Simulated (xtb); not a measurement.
xtb input:

```bash
xtb mol.xyz --gfn 2 --ohess tight --chrg 0 --uhf 0
```
mol.xyz:
```
2

Sb     1.23834670     0.03112758    -0.02296865
Sb    -1.22889940    -0.02166631     0.02669357
```

### Question
Predict the final energy.

### Answer
-4.45206 Eh (GFN2-xTB).
